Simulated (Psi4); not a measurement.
Psi4 input (wB97X-D/6-311+G**):

```
memory 1500 MB

molecule {
0 2
C    -1.85811400    1.48131200    0.15701600
Si   -0.77277800    0.36046800    1.12291400
C    -1.44249800   -1.39205900    1.20238600
Si    1.32218000    0.29307300    0.04822700
Cl    1.02947500   -0.59629100   -1.81697600
H    -2.40069100    1.14453400   -0.71948300
H    -1.92698500    2.54547900    0.35103400
H    -0.55290100    0.91590800    2.48501400
H    -1.54643000   -1.80254800    0.19642800
H    -0.76917100   -2.04195300    1.76402900
H    -2.42103100   -1.41253500    1.68503100
H     1.90244100    1.63454600   -0.19060000
H     2.32575200   -0.53157600    0.76474000
symmetry c1
no_reorient
no_com
}

set {
  basis 6-311+G**
  reference uks
  scf_type df
  df_basis_scf def2-universal-jkfit
  dft_radial_points 99
  dft_spherical_points 590
  e_convergence 1e-8
  d_convergence 1e-7
  maxiter 150
}

e = energy('wb97x-d')
print_out(f'\nFINAL {e:.10f} DIPOLE {variable("CURRENT DIPOLE")[0]:.6f} {variable("CURRENT DIPOLE")[1]:.6f} {variable("CURRENT DIPOLE")[2]:.6f}\n')
```

From the output:

```
              A
    DOCC [    32 ]
    SOCC [     1 ]
    NA   [    33 ]
    NB   [    32 ]

  @DF-UKS Final Energy: -1120.22803588940542

   => Energetics <=

    Nuclear Repulsion Energy =            340.1516388532767792
    One-Electron Energy =               -2223.3446423161708481
    Two-Electron Energy =                 823.3073583814575613
    DFT Exchange-Correlation Energy =     -60.3364206410669794
    Empirical Dispersion Energy =          -0.0059701669020522
    VV10 Nonlocal Energy =                  0.0000000000000000
    Total Energy =                      -1120.2280358894054189

  UHF NO Occupations:
  HONO-2 :   31  A 1.9992345
  HONO-1 :   32  A 1.9989011
  HONO-0 :   33  A 1.0000000
  LUNO+0 :   34  A 0.0010989
  LUNO+1 :   35  A 0.0007655
  LUNO+2 :   36  A 0.0002857
  LUNO+3 :   37  A 0.0002667

Computation Completed

Properties will be evaluated at   0.000000,   0.000000,   0.000000 [a0]

Properties computed using the SCF density matrix

 Multipole Moments:

 ------------------------------------------------------------------------------------
     Multipole            Electronic (a.u.)      Nuclear  (a.u.)        Total (a.u.)
 ------------------------------------------------------------------------------------

 L = 1.  Multiply by 2.5417464519 to convert [e a0] to [Debye]
 Dipole X            :         -0.3486055            0.0000283           -0.3485772
 Dipole Y            :          0.2089774           -0.0000000            0.2089774
 Dipole Z            :          0.6622166           -0.0000246            0.6621920
 Magnitude           :                                                    0.7769658

 ------------------------------------------------------------------------------------

FINAL -1120.2280358894 DIPOLE -0.348577 0.208977 0.662192

*** Psi4 exiting successfully. Buy a developer a beer!
```

The geometry given is a B3LYP-D3(BJ)/def2-TZVP minimum.
